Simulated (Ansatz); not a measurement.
Coupled-cluster diagnostics for the cluster B5⁻ (the lowest singlet isomer of a short search), Ansatz.

Geometry of the singlet (r2SCAN-D4/def2-SVPD):

| atom | x (Å) | y (Å) | z (Å) |
| --- | --- | --- | --- |
| B1 | 1.080 | 0.430 | 0.147 |
| B2 | -1.227 | -0.609 | -1.009 |
| B3 | 0.417 | 0.391 | 1.603 |
| B4 | 0.273 | -0.066 | -1.138 |
| B5 | -0.543 | -0.146 | 0.397 |

Correlated methods freeze 5 core orbitals. In CCSD on the charge 0 doublet the largest single amplitude is 0.20, so its Hartree–Fock determinant may place the open shell otherwise than the density functionals do. The geometry of the singlet was relaxed on an unsound state (restricted singlet, unstable towards broken spin symmetry at other levels and untested here). At PBE0-D4/def2-TZVPD a broken-symmetry singlet of charge -1 lies 0.10 eV below the triplet, each at its own geometry. At PBE0-D4/def2-TZVPD a broken-symmetry singlet of charge -1 lies 1.55 eV below the quintet, each at its own geometry. The structure comes from a short search, and lower isomers may exist.

Geometry of the charge -1 triplet (r2SCAN-D4/def2-SVPD):

```xyz
5

B    -0.583   -0.665   -0.776
B     0.286    0.484    1.579
B     0.413    0.186   -1.614
B    -0.646   -0.515    0.837
B     0.531    0.509   -0.026
```

Geometry of the charge -1 quintet (r2SCAN-D4/def2-SVPD):

| atom | x (Å) | y (Å) | z (Å) |
| --- | --- | --- | --- |
| B1 | -0.768 | 0.244 | -0.753 |
| B2 | 0.884 | -1.113 | 1.050 |
| B3 | -0.255 | 1.702 | -0.606 |
| B4 | -0.323 | -1.146 | -0.042 |
| B5 | 0.462 | 0.314 | 0.351 |

Problem. Estimate the CCSD(T) correlation energy, the shares of MP2 and (T), T1 and the reference's ⟨S²⟩ for: charge -1, singlet, own geometry in def2-TZVPPD; charge -1, triplet, own geometry in def2-TZVPPD; charge -1, quintet, own geometry in def2-TZVPPD; charge 0, doublet, vertical in def2-TZVPPD; and the rough time on 4 threads of AMD EPYC 9R45 on a shared host.

Solution. 
```json
{"state": "charge -1, singlet, own geometry", "basis": "def2-TZVPPD", "correlation (eV)": "-15.348", "MP2 share (%)": "89.6", "(T) share (%)": "8.8", "T1": "0.041", "⟨S²⟩ (pure)": "0.00 (0.00)", "wall time": "8 s", "remarks": "large T1 (0.041), restricted SCF unstable"}
{"state": "charge -1, triplet, own geometry", "basis": "def2-TZVPPD", "correlation (eV)": "-13.604", "MP2 share (%)": "84.9", "(T) share (%)": "7.8", "T1": "0.062", "⟨S²⟩ (pure)": "2.88 (2.00)", "wall time": "1.9 min", "remarks": "large T1 (0.062), spin-contaminated (⟨S²⟩ 2.88)"}
{"state": "charge -1, quintet, own geometry", "basis": "def2-TZVPPD", "correlation (eV)": "-13.025", "MP2 share (%)": "86.5", "(T) share (%)": "7.4", "T1": "0.042", "⟨S²⟩ (pure)": "6.24 (6.00)", "wall time": "2.2 min", "remarks": "spin-contaminated (⟨S²⟩ 6.24)"}
{"state": "charge 0, doublet, vertical", "basis": "def2-TZVPPD", "correlation (eV)": "-12.919", "MP2 share (%)": "84.4", "(T) share (%)": "7.8", "T1": "0.063", "⟨S²⟩ (pure)": "1.56 (0.75)", "wall time": "2 min", "remarks": "large T1 (0.063), spin-contaminated (⟨S²⟩ 1.56)"}
```
Customary marks for T1 are 0.02 (closed shells), 0.045 (open shells) and about 0.05 (3d metals). T1 exceeds 0.02 in 4 of 4 rows and 0.045 in 2; the higher it lies, the less the single-reference result can be trusted.
